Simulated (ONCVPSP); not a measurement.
How hard is this nitrogen (N) ONCV potential?

* Element: N (Z = 7)
* Generator: ONCVPSP 4.0.1
* Type: optimised norm-conserving Vanderbilt (ONCV)
* Functional: Wu-Cohen
* Relativity: non-relativistic
* Frozen core: [He]
* Valence charge: 5
* Reference configuration: 2s2 2p3
* Partial waves: 2s: rc 0.90 bohr, ncon 4, nbas 7, qcut 8.9 1/bohr, 1 projector; 2p: rc 1.45 bohr, ncon 5, nbas 9, qcut 11.2 1/bohr, 1 projector; d scattering state at 0.2 Ha: rc 1.35 bohr, ncon 4, nbas 8, qcut 7.1 1/bohr, 2 projectors, debl 1.7 Ha
* Local potential: polynomial inside 0.85 bohr (lpopt 5, dvloc0 4 Ha)
* Core correction: Teter function fitted to the true core (icmod 2), fcfact 0.7

Task: For each optimised wave give the share of its norm inside rc, the residual kinetic energy above qcut (Ha) and the cutoffs (Ha) for errors of 10, 1, 0.1 and 0.01 mHa per electron.

Result:

```csv
wave,norm inside rc,residual KE,10 mHa,1 mHa,0.1 mHa,0.01 mHa
2s,0.250,9.8e-05,21.0,31.0,39.4,105.3
2p,0.578,2.6e-08,25.0,35.0,43.5,50.2
d projector 1,0.002,3.1e-07,0.7,2.5,7.5,14.6
d projector 2,0.116,8.7e-05,10.2,17.9,24.7,42.7
```

The occupied waves need 35 Ha and 43 Ha for 1 and 0.1 mHa. Rows with under 1 % of the norm inside rc give no meaningful cutoff.
